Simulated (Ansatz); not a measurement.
Gas-phase electronic energies from Ansatz, PBE0-D4/def2-TZVP geometries. CCSD(T)/CBS adds triple-zeta CCSD(T) − MP2 to the extrapolated MP2 energy (def2 sets, frozen cores). Functionals use def2-TZVPP. B3LYP here is the variant with VWN-RPA as its local correlation; programs differ in this. Elements past krypton have def2 core potentials. For I, Se outer-core shells are correlated without core-valence functions, which leaves a few kJ/mol of doubt a bond. Scalar relativity is left out up to krypton. Each species was taken in one conformer, which may not be the lowest.

Reaction (ligand exchange at the Si–Se bond): `[SeH][SiH]1BC1` + HI → `I[SiH]1BC1` + H₂Se

Question: Is it downhill or uphill in electronic energy at CCSD(T)/CBS, and by how much? (Best estimate.)

Answer: Ansatz gave: Downhill: ΔE = -23.7 kJ/mol.

Question: What do these levels give: BLYP-D4, r2SCAN-D4, B2PLYP, revPBE, B3LYP, HF/def2-QZVPP? (Estimate.)

Answer: Computed: BLYP-D4 -18.9, r2SCAN-D4 -22.0, B2PLYP -21.5, revPBE -20.7, B3LYP -20.9, HF/def2-QZVPP -26.8 kJ/mol.

Largest T1 diagnostic among the species: 0.012.

In def2-TZVPP, CCSD(T) changes the Hartree–Fock value by +7.4 kJ/mol (the triples alone add +0.5 kJ/mol) and MP2 by +3.2 kJ/mol. At CCSD(T), def2-SVP lies +4.0 kJ/mol from the extrapolated value and def2-TZVPP +5.0 kJ/mol.
